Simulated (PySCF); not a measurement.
**CdSb: frontier orbitals**

r²SCAN at R = 3.049 Å; basis Cd def2-SVP with ECP28, Sb def2-SVP with ECP28; scalar-relativistic core potentials; PySCF 2.14. State: ⁴Σ⁻ (quartet), unpaired electrons σ ↑, π ↑↑. Only the outer orbitals are listed, counted within each symmetry, core potentials removing the inner ones.

| spin | orbital | occ. | ε (eV) | on Cd (%) | main shells (%) |
| --- | --- | --- | --- | --- | --- |
| α | 8σ | 1 | -7.05 | 58 | 58 Cd s, 40 Sb p |
| α | 5π | 1 | -5.73 | 2 | 98 Sb p |
| α | 5π | 1 | -5.73 | 2 | 98 Sb p |
| α | 9σ | 1 | -4.74 | 51 | 49 Sb p, 37 Cd s, 14 Cd p |
| α | 6π | 0 | -1.01 | 97 | 97 Cd p |
| α | 6π | 0 | -1.01 | 97 | 97 Cd p |
| α | 10σ | 0 | 0.31 | 94 | 89 Cd p |
| β | 8σ | 1 | -6.36 | 75 | 74 Cd s, 22 Sb p |
| β | 5π | 0 | -3.14 | 10 | 90 Sb p, 10 Cd p |
| β | 5π | 0 | -3.14 | 10 | 90 Sb p, 10 Cd p |
| β | 9σ | 0 | -3.01 | 44 | 56 Sb p, 23 Cd s, 19 Cd p |

**Question.** Which are the highest filled and the lowest empty level, where do they sit, and how wide is the gap?

**Answer.** Highest filled α 9σ at -4.74 eV (in %: 49 Sb p, 37 Cd s, 14 Cd p); lowest empty β 5π at -3.14 eV (in %: 90 Sb p, 10 Cd p); the gap at r²SCAN is 1.60 eV.

```json
{
 "bond order (Mayer)": "0.63",
 "⟨S²⟩": "3.767",
 "charge on Cd (Mulliken, basis-dependent)": "0.06",
 "charge on Cd (Löwdin, basis-dependent)": "-0.03",
 "dipole moment (positive dipole means Cd(−)Sb(+))": "-0.51 D"
}
```

Spin–orbit coupling is left out. The state is the lowest determinant that a PBE0 search found; another state may lie lower at other levels.
